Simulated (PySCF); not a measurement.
PySCF input (M06-2X/6-31G* (5d)):

```python
from pyscf import gto, dft

mol = gto.M(
    atom='''
    Si   -0.07963600   -0.12208800    0.36432600
    O     1.34571800   -0.55284800    0.02732200
    F    -1.07231600    0.68133400   -0.59101600
    ''',
    basis='6-31g*',
    charge=0,
    spin=1,
    verbose=4,
)

mf = dft.UKS(mol, xc='m062x')
mf.grids.level = 4
mf.conv_tol = 1e-9
mf.max_cycle = 100
mf.max_memory = 1500
mf.kernel()
if not mf.converged:
    mf = mf.newton()
    mf.kernel(mf.make_rdm1())
mo, _, stable, _ = mf.stability(return_status=True)
if not stable:
    mf.kernel(mf.make_rdm1(mo, mf.mo_occ))
    stable = mf.stability(return_status=True)[2]
mf.dip_moment()
```

From the output:

```
  HOMO = -0.338380326838  LUMO = -0.120685649719  gap/eV = 5.92377
cycle= 8 E= -464.457955262092  delta_E= -1.4e-06  |g|= 0.00026  |ddm|= 0.00225
  alpha nocc = 16  HOMO = -0.338332147092082  LUMO = -0.00353034457808654
  beta  nocc = 15  HOMO = -0.384708068394475  LUMO = -0.120648424204787
  HOMO = -0.338332147092  LUMO = -0.120648424205  gap/eV = 5.92348
cycle= 9 E= -464.457955556213  delta_E= -2.94e-07  |g|= 0.000119  |ddm|= 0.00115
  alpha nocc = 16  HOMO = -0.338348179330755  LUMO = -0.00355477920314495
  beta  nocc = 15  HOMO = -0.384705273296658  LUMO = -0.120671675366407
  HOMO = -0.338348179331  LUMO = -0.120671675366  gap/eV = 5.92328
cycle= 10 E= -464.457955609001  delta_E= -5.28e-08  |g|= 4.74e-05  |ddm|= 0.000519
  alpha nocc = 16  HOMO = -0.338340067215952  LUMO = -0.00355756934436657
  beta  nocc = 15  HOMO = -0.384696588442981  LUMO = -0.120669787745787
  HOMO = -0.338340067216  LUMO = -0.120669787746  gap/eV = 5.92311
cycle= 11 E= -464.457955616707  delta_E= -7.71e-09  |g|= 1.52e-05  |ddm|= 0.00021
  alpha nocc = 16  HOMO = -0.338340082316181  LUMO = -0.00355787521793616
  beta  nocc = 15  HOMO = -0.384693459230361  LUMO = -0.120669262565545
  HOMO = -0.338340082316  LUMO = -0.120669262566  gap/eV = 5.92312
cycle= 12 E= -464.457955617764  delta_E= -1.06e-09  |g|= 8.49e-06  |ddm|= 7.36e-05
  alpha nocc = 16  HOMO = -0.338340178500513  LUMO = -0.00355806076436593
  beta  nocc = 15  HOMO = -0.384693194121994  LUMO = -0.120669090196896
  HOMO = -0.338340178501  LUMO = -0.120669090197  gap/eV = 5.92313
cycle= 13 E= -464.457955618026  delta_E= -2.62e-10  |g|= 3.79e-06  |ddm|= 3.5e-05
  alpha nocc = 16  HOMO = -0.338339831366854  LUMO = -0.00355772136358112
  beta  nocc = 15  HOMO = -0.384692712605686  LUMO = -0.120669051337034
  HOMO = -0.338339831367  LUMO = -0.120669051337  gap/eV = 5.92312
Extra cycle  E= -464.457955618079  delta_E= -5.3e-11  |g|= 2.83e-06  |ddm|= 1.03e-05
converged SCF energy = -464.457955618079  <S^2> = 0.75695289  2S+1 = 2.0069408
uhf_internal: lowest eigs of H = [0.16394266 0.18516103 0.26696855]
<class 'pyscf.dft.uks.UKS'> wavefunction is stable in the internal stability analysis
Dipole moment(X, Y, Z, Debye): -2.44734,  0.40827,  1.36199
```

The geometry given is a B3LYP-D3(BJ)/def2-TZVP minimum.
